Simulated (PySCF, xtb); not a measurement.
Sn(H)2(vinyl)(OH) (C2H6OSn), SMILES C=[CH][SnH2][OH]. The values are those of a single conformer.

Harmonic wavenumbers (cm⁻¹) from xtb with GFN2-xTB at its own minimum, in rising order: 38, 125, 152, 214, 359, 442, 459, 483, 506, 574, 645, 794, 904, 980, 1013, 1217, 1398, 1528, 1662, 1736, 3025, 3056, 3094, 3675.

Task: What does PySCF with PBE0-D3(BJ)/def2-SVP give at its own minimum? (The exact figures need the calculation; the answer reports its results.)

Result: 53, 94, 163, 215, 410, 475, 527, 574, 611, 664, 696, 846, 991, 993, 1036, 1253, 1414, 1675, 1918, 1959, 3130, 3170, 3224, 3901. Paired by order, the mean absolute difference is 82 cm⁻¹ and the zero-point energies are 40.1 and 42.9 kcal/mol.
